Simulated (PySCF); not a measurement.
Below is a simulated gas-phase P 2p photoelectron spectrum of (Cl2Al-mu-PH2)2 (Al2Cl4H4P2).

Every computed line was given a Gaussian of 1.0 eV full width at half maximum and an area set by the number of equivalent atoms (split 2:1 within a doublet); the highest printed point is 100. Method: delta-SCF UKS SCAN, pcX-2 on the ionised atom, pcseg-1 elsewhere, spin-free X2C in PySCF.

binding energy (eV), intensity and a bar:
```
    135.9          0 
    136.0          1 
    136.1          1 
    136.2          2 #
    136.3          4 #
    136.4          7 ##
    136.5         12 ####
    136.6         19 ######
    136.7         28 ########
    136.8         39 ############
    136.9         52 ################
    137.0         66 ####################
    137.1         79 ########################
    137.2         90 ###########################
    137.3         97 #############################
    137.4        100 ##############################
    137.5         99 ##############################
    137.6         95 ############################
    137.7         89 ###########################
    137.8         82 #########################
    137.9         76 #######################
    138.0         70 #####################
    138.1         65 ###################
    138.2         60 ##################
    138.3         55 ################
    138.4         49 ###############
    138.5         42 #############
    138.6         35 ##########
    138.7         28 ########
    138.8         21 ######
    138.9         15 ####
    139.0         10 ###
    139.1          6 ##
    139.2          4 #
    139.3          2 #
    139.4          1 
    139.5          1 
    139.6          0 
    139.7          0
```

Problem. How many maxima does the curve show, and how many computed lines lie under it?

Solution. The curve has 1 maximum (at 137.4 eV). Under it lie 2 lines from 1 inequivalent phosphorus site, drawn as a 2p3/2, 2p1/2 pair. At this width some lines have no maximum of their own.

Problem. Decompose the envelope and assign each component. Bonds: Al1–Cl2, Al1–Cl3, Al1–P4, Al1–P8, P4–Al5, Al5–Cl6, Al5–Cl7, Al5–P8. Hydrogens: H9, H10 on P4; H11, H12 on P8.

Solution. 
```
position (eV)  relative area     line  atoms                        environment
       137.36           1.33  P 2p3/2  P4/P8  phosphorus bonded to 2 Al and 2 H
       138.25           0.67  P 2p1/2  P4/P8  phosphorus bonded to 2 Al and 2 H
```

Problem. What are the centre and the root-mean-square width of the whole band?

Solution. The area-weighted mean of the lines is 137.66 eV. Their own spread about it is 0.42 eV (rms) and each Gaussian has σ = 1.0/2.355 = 0.42 eV; the variances add, which gives 0.60 eV.

No satellites, vibrations or lifetime broadening are included. The first atom of each set that the bonding makes equivalent was ionised and stands for the set. The 2p values add to the ΔSCF energy of one spin-free hole a correction within the shell (spin–orbit coupling, ligand field). 2p1/2 minus 2p3/2 (ligand field included): P 0.89 eV. The structure is a single PBE0-D3(BJ)/def2-SVP conformer in the gas phase; no vibrational or solvent corrections.

The run took 2.2 min wall on one thread of an Intel Xeon at 2.50 GHz, shared host with 64 logical CPUs at a one-minute load of 62, and the process peaked at 0.80 GiB of memory.
